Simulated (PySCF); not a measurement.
An unknown shows these calculated signals:

¹H NMR (300 MHz, computed): δ 9.11 (m, 1H), 5.41 (s, 3H), 4.23 (s, 3H).

¹³C{¹H} NMR (computed): δ 175.5 (C), 173.0 (CH), 172.1 (C), 54.8 (CH3).

One averaged value for each set of equivalent atoms, no relativistic terms, no solvent, one computed conformer. Shielding tensors at PBE0/pcSseg-1 (GIAO); structure optimised with GFN2-xTB; PySCF.

Referencing at the same level of theory: ¹H (σref 31.72), ¹³C (σref 186.93) vs TMS.

**Question.** Which of these does the molecule contain: a three-membered ring, an ester, an amide, a methoxy group, a heteroaromatic ring, a C≡C triple bond?

**Answer.** 
- A three-membered ring: no.
- An ester: yes (δC 175.5).
- An amide: no.
- A methoxy group: yes (δC 54.8; δH 4.23 (s)).
- A heteroaromatic ring: yes.
- A C≡C triple bond: no.

The data belong to `InChI=1S/C4H7N2O2PSi/c1-8-4(7)3-6(10)5-2-9-3/h2H,1,10H3`; they needn't prove each group on their own.

Carbon signals by region: 3 in the far downfield region (above 160 ppm), 1 at 50–100 ppm. Above 160 ppm: 175.5, ester carbonyl carbon, 173.0, aromatic CH next to a ring nitrogen, 172.1, substituted aromatic carbon next to a ring nitrogen.

Splittings by ³¹P in the carbon and heteronuclear signals aren't shown, as no couplings were computed. Shifts are as computed. Against solution values, carbons near 30 ppm lie about +3 ppm off and those near 130 ppm about +5 ppm. Of 1211 compounds with measured shifts, 218 miss one by over three times the rms of a fit or turn the order of signals round; such compounds aren't used in these exercises. No couplings were computed; multiplicities are counted from neighbouring protons, with m where these are inequivalent, close in shift, in a saturated or five-membered ring or joined by F or P, and br s for small geminal =CH2 splittings.
